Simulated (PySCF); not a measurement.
Electron correlation in Se⁺ (selenium, charge +1)

[Ar] 3d10 4s2 4p3, high-spin 4S determinant. Computed with PySCF 2.14 in cc-pVDZ-DK (5s4p2d, 27 functions), with the spin-free X2C one-electron Hamiltonian (Gaussian nucleus). Frozen: [Ar] 3d10; 5 electrons correlated.

MP2 pair energies summed by pair of shells (mhartree):

| pair | energy | share (%) |
| --- | --- | --- |
| 4s-4p | -36.71 | 65.3 |
| 4p-4p | -13.12 | 23.3 |
| 4s-4s | -6.38 | 11.3 |

Total MP2 correlation energy: -56.21 mhartree.

Same-spin part -15.07 and opposite-spin part -41.14 mhartree; SCS-MP2 scales them by 1/3 and 6/5 to -54.39 mhartree.

```tsv
level	correlation energy (mhartree)
CCSD	-70.88
(T)	-0.62
CCSD(T)	-71.50
```

Diagnostics: T1 = 0.0012, D1 = 0.0033, largest double amplitude 0.057.

Question: Is a single reference adequate?

Answer: Yes, within this model without spin-orbit coupling: T1 lies below 0.03 and no double amplitude reaches 0.07.
